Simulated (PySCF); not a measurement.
Antimony: a sound run and one with changed settings

Sound run: Sb [Kr] 4d10 5s2 5p3, Sb⁺ [Kr] 4d10 5s2 5p2. Calculation: PySCF 2.14, in def2-TZVP with the def2 core potential (28 electrons); a scalar-relativistic core potential. The sound run starts from symmetry-adapted Hartree-Fock orbitals and uses a fine grid where one is needed.

A second run was set up differently.

```tsv
species	method	sound run (hartree)	changed run (hartree)	converged
Sb	UHF	-239.27727	-239.27727	yes
Sb	M06-2X	-240.15479	-240.20309	yes
Sb	B3LYP	-240.29380	-240.25340	yes
Sb⁺	UHF	-238.96183	-238.96183	yes
Sb⁺	M06-2X	-239.82548	-239.87396	yes
Sb⁺	B3LYP	-239.96546	-239.92490	yes
```

Ionisation energy of Sb:

```csv
method,sound run (eV),changed run (eV)
UHF,8.584,8.584
M06-2X,8.961,8.956
B3LYP,8.935,8.939
```

**Question.** What was changed?
A. radial grid too coarse
B. minimal basis
C. all electrons correlated in a valence basis
D. basis contracted for another Hamiltonian

**Answer.** A. It used radial step 0.5 in ln r (0.13 in the sound run). A coarse radial grid mis-integrates the density and the exchange-correlation energy, with errors of either sign; Hartree-Fock needs no grid.
